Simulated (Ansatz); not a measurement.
`[SiH3][SiH]1CS1` + `O=CO` → `O=CO[SiH3]` + `C1[SiH2]S1` at 700 K and 1 bar (cleavage of the Si–Si bond).

Calculated with Ansatz (gas phase, PBE0-D4/def2-TZVP geometries, no zero-point term in ΔE). CBS: MP2 limit from def2 TZ/QZ plus the TZ coupled-cluster correction, frozen cores. This one scheme is used for every species. One conformer a species, not always the lowest.

| species | CCSD(T)/CBS energy (Eh) | H − E (kJ/mol) | S (J/(mol·K)) |
| --- | --- | --- | --- |
| `[SiH3][SiH]1CS1` | -1017.58743 | 239.8 | 457.9 |
| `O=CO` | -189.60296 | 123.9 | 296.8 |
| `O=CO[SiH3]` | -479.91321 | 188.3 | 388.6 |
| `C1[SiH2]S1` | -727.30403 | 168.0 | 353.4 |

H − E and S are ideal-gas, rigid-rotor, harmonic terms from PBE0-D4/def2-TZVP, for one conformer and one mirror image of each species. 1 Eh = 2625.50 kJ/mol, R = 8.31446 J/(mol·K).

**Question.** By hand: ΔE, ΔH, ΔS and ΔG.

**Answer.** ΔE = (-479.91321) + (-727.30403) − (-1017.58743) − (-189.60296) = -0.02685 Eh = -70.5 kJ/mol. Δ(H − E) = 188.3 + 168.0 − 239.8 − 123.9 = -7.4, so ΔH = -77.9 kJ/mol. ΔS = 388.6 + 353.4 − 457.9 − 296.8 = -12.7 J/(mol·K). ΔG = -77.9 − 700 × (-12.7)/1000 = -69.0 kJ/mol.

**Question.** By hand: the equilibrium constant, and the temperature at which ΔG would vanish if ΔH and ΔS stayed fixed.

**Answer.** log₁₀ K = −ΔG/(RT ln 10) = 5.1. ΔG = 0 at ΔH/ΔS = 6134 K, far beyond where these terms or the molecules hold.

The number of gas molecules stays the same, so ΔS is small and ΔH decides. A doubt of 5 kJ/mol in ΔE shifts log₁₀ K by 0.4 here. Other conformers and mirror images would add mixing entropy, several J/(mol·K) or more a flexible species. These are equilibria of isolated gas molecules and say nothing of rates. Largest T1 diagnostic: 0.016 (customary marks: 0.02 for closed shells, 0.045 for open ones).
